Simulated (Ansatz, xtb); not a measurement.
# Relative energy of two structures of C2H5InO

We compare X, `OC[CH2][In]`, a singlet, with Y, a singlet given by its coordinates. Both are isolated molecules in the gas phase, relaxed with B3LYP-D3(BJ)/def2-SVP; the shapes shown needn't be the lowest conformers.

X (Å):

```xyz
9

C     0.2159    0.3230   -1.7111
C     1.5651   -0.2139   -2.1405
In    2.0427   -1.6850   -0.3780
O     0.0660    0.2542   -0.2641
H     0.4670    1.0485    0.1136
H    -0.0026    1.3616   -2.0306
H    -0.5974   -0.3046   -2.1092
H     1.5380   -0.6689   -3.1446
H     2.3393    0.5767   -2.1572
```

Y (Å):

```yaml
atoms:
  - { symbol: C, position_ang: [1.3300, -0.7665, -1.4716] }
  - { symbol: C, position_ang: [1.4473, -1.4634, -0.1360] }
  - { symbol: In, position_ang: [1.3043, 0.3426, 1.3715] }
  - { symbol: O, position_ang: [1.1754, 0.6577, -1.2075] }
  - { symbol: H, position_ang: [1.0950, 1.1593, -2.0310] }
  - { symbol: H, position_ang: [2.2269, -0.9066, -2.1041] }
  - { symbol: H, position_ang: [0.4542, -1.1076, -2.0556] }
  - { symbol: H, position_ang: [0.6318, -2.1827, 0.0447] }
  - { symbol: H, position_ang: [2.4032, -1.9985, -0.0146] }
```

Close contacts (Å): C1–C2 1.51, C1–O4 1.46, C2–In3 2.36, In3–O4 2.60, C1–H6 1.11, C1–H7 1.11, C2–H8 1.10, C2–H9 1.10, O4–H5 0.97.

Quicker runs give these differences E(Y) − E(X): GFN2-xTB −0.07 kcal/mol; HF/STO-3G −3.85 kcal/mol (at GFN2-xTB geometries); r2SCAN-D4/def2-SVP −2.47 kcal/mol (at GFN2-xTB geometries).

Task: Estimate E(Y) − E(X) at the level CCSD(T)/def2-SVP + ΔMP2/def2-TZVPP.

Result: Too close to call at this level: CCSD(T)/def2-SVP + ΔMP2/def2-TZVPP gives E(Y) − E(X) = −1.72 kcal/mol.

Level by level:

| level | geometry | E(Y) − E(X) (kcal/mol) | departure from the last row (kcal/mol) | job, with rough time for the two |
| --- | --- | --- | --- | --- |
| GFN2-xTB | GFN2-xTB | −0.07 | +1.65 | optimisation, 0.19 s |
| HF/STO-3G | GFN2-xTB | −3.85 | −2.13 | single point, 0.78 s |
| r2SCAN-D4/def2-SVP | GFN2-xTB | −2.47 | −0.75 | single point, 3.8 s |
| B3LYP-D3(BJ)/def2-SVP | B3LYP-D3(BJ)/def2-SVP | −1.75 | −0.03 | optimisation, 60 s |
| HF/def2-SVP | B3LYP-D3(BJ)/def2-SVP | −2.67 | −0.95 | part of the CCSD(T) run |
| MP2/def2-SVP | B3LYP-D3(BJ)/def2-SVP | −2.11 | −0.39 | part of the CCSD(T) run |
| CCSD(T)/def2-SVP | B3LYP-D3(BJ)/def2-SVP | −1.86 | −0.14 | single point |
| CCSD(T)/def2-SVP + ΔMP2/def2-TZVPP | B3LYP-D3(BJ)/def2-SVP | −1.72 |  | single point, 26 s |

GFN2-xTB finds them nearly level. The largest departure from CCSD(T)/def2-SVP + ΔMP2/def2-TZVPP is that of HF/STO-3G, 2.13 kcal/mol. The last row adds to CCSD(T) the change of the MP2 difference between the two basis sets, here +0.14 kcal/mol.

With harmonic frequencies from B3LYP-D3(BJ)/def2-SVP (ideal gas, rigid rotor, one conformer each, 298.15 K, 1 atm): on the last row, ΔE + ΔZPE = −1.83 kcal/mol. A mode under 50 cm⁻¹ makes harmonic enthalpies and free energies unreliable, so none is given.

The correlated steps freeze 7 core orbitals; the filled d shell of In is correlated, in a basis made for valence electrons. Atoms past krypton carry core potentials in the def2 sets, other sets are all-electron and non-relativistic, and no spin–orbit term is included. Run with Ansatz 0.2.0, xtb 6.7.1; the last row on 2 threads of Arm Neoverse V1 on a shared host.
